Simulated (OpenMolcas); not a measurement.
**Multiplet structure of V3+**

```
Program             : OpenMolcas 26.06
Method              : SS-RASPT2, IPEA 0.25 Eh, imaginary shift 0.1 Eh (closed shells correlated: 3s)
Basis               : ANO-RCC-VTZP [6s5p3d2f1g]
Scalar Hamiltonian  : DKH2, point nucleus
Active space        : 8 electrons in 8 orbitals (RAS1 3p, at most 2 holes; RAS2 3d)
State averaging     : 2S+1 = 3 even, 10 roots; 2S+1 = 1 even, 15 roots
Spin-orbit coupling : RASSI with atomic mean-field integrals over the reference wave functions, term energies averaged over their components
```

Spin-free terms above the lowest, with the occupations of the reference:

```csv
Configuration,Term,E (cm-1),Occupations
3d2,3F,0.0,3p 5.96 3d 2.04
3d2,1D,10490,3p 5.96 3d 2.04
3d2,3P,13340,3p 5.96 3d 2.04
3d2,1G,18190,3p 5.96 3d 2.04
3d2,1S,41790,3p 5.94 3d 2.06
```

With spin-orbit coupling, above the lowest level:

```json
{"Configuration": "3d2", "Term": "3F", "J": "2", "E (cm-1)": "0.0", "Measured (cm-1)": "0.0", "Term weight %": "100"}
{"Configuration": "3d2", "Term": "3F", "J": "3", "E (cm-1)": "351", "Measured (cm-1)": "325", "Term weight %": "100"}
{"Configuration": "3d2", "Term": "3F", "J": "4", "E (cm-1)": "802", "Measured (cm-1)": "735", "Term weight %": "100"}
{"Configuration": "3d2", "Term": "1D", "J": "2", "E (cm-1)": "10930", "Measured (cm-1)": "10959", "Term weight %": "99"}
{"Configuration": "3d2", "Term": "3P", "J": "0", "E (cm-1)": "13570", "Measured (cm-1)": "", "Term weight %": "100"}
{"Configuration": "3d2", "Term": "3P", "J": "1", "E (cm-1)": "13700", "Measured (cm-1)": "13239", "Term weight %": "100"}
{"Configuration": "3d2", "Term": "3P", "J": "2", "E (cm-1)": "13950", "Measured (cm-1)": "13458", "Term weight %": "99"}
{"Configuration": "3d2", "Term": "1G", "J": "4", "E (cm-1)": "18660", "Measured (cm-1)": "18391", "Term weight %": "100"}
{"Configuration": "3d2", "Term": "1S", "J": "0", "E (cm-1)": "42270", "Measured (cm-1)": "42462", "Term weight %": "100"}
```

Against the 7 measured excited levels shown (Sugar and Corliss, J. Phys. Chem. Ref. Data 7, 1191 (1978)) the mean absolute deviation is 220 cm-1; the largest miss in energy is 3d2 3P2: computed 13950, measured 13458 cm-1 (+3.7 %), and the largest in proportion 3d2 3F4 (+9.2 %).

Spin-orbit coupling puts the lowest level 465 cm-1 below the lowest spin-free term.

A least-squares Racah fit to the terms below 60000 cm-1, each weighted by 2L + 1 and with a free common offset, gives B = 942 cm-1 and C = 3139 cm-1 (C/B = 3.33), with an rms deviation of 538 cm-1.

For 3F the intervals divided by the larger J are 117.1, 112.7 cm-1. Landé's interval rule makes them equal in pure LS coupling; they differ by 4 % of their mean. The multiplet is regular.

CASPT2 does not keep the components of a term degenerate, so their means are used; among the terms shown or strongly mixed into the levels shown the widest spread is 470 cm-1 (3d2 1G). Active for correlation alone: 3p; no level in the range computed is led by a configuration that opens it, so any true level of that kind is missing. Computed and measured levels are paired by configuration, term and J; levels that our copy of the source lacks, or whose pairing is in doubt (as where it misses far off the trend of its configuration), stay unpaired and out of the deviations. Levels of configurations outside the active space are missing. The first state left out of the spin-orbit step lies near 640000 cm-1 above the lowest spin-free state of the reference (among the parities and spins computed), and the list stops at four fifths of that energy or lower.

The CASPT2 steps took 12 s on 1 thread of Arm Neoverse V1 (shared host); the integral step is not counted.

The term weight is that of the spin-free term in the level, not the purity of its configuration.
